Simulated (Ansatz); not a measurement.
Molecule: sum formula H3SiO3 (charge -1, singlet). It need not be the lowest isomer of its formula. Whether it binds its extra electron was not tested at this geometry. SMILES: [O-][SiH](O)O
Geometry from a B3LYP-D3(BJ)/def2-TZVP (Ansatz, a program for electronic structure) optimisation:
```xyz
7

O     -0.5955     1.1817    -0.8478
Si    -0.0507     0.2111     0.2439
O      1.5701    -0.2429     0.0076
O     -0.9189    -1.2456     0.3584
H     -0.0268     0.6542     1.6792
H      1.8232     0.0982    -0.8562
H     -1.5325    -1.2536    -0.3832
```
Charge -1, spin multiplicity 1.

Parts of the frozen-core correlation energy in cc-pV(Q+d)Z (Ansatz, hartree). Frozen orbitals: 8; correlated occupied orbitals by spin: 13 and 13; virtual: 298 and 298. Spin-orbit coupling is left out. No relativistic terms.

| term | value |
|---|---|
| reference (HF) | -515.56408 |
| MP2 opposite-spin | (withheld) |
| MP2 same-spin | -0.23057 |
| CCSD correlation | (withheld) |
| (T) | (withheld) |
| T1 diagnostic | 0.014 |
| largest doubles amplitude | 0.016 |

Task: Some entries are withheld; supply them.

Result: 
- MP2 opposite-spin, value: -0.70379
- CCSD correlation, value: -0.93292
- (T), value: -0.03740
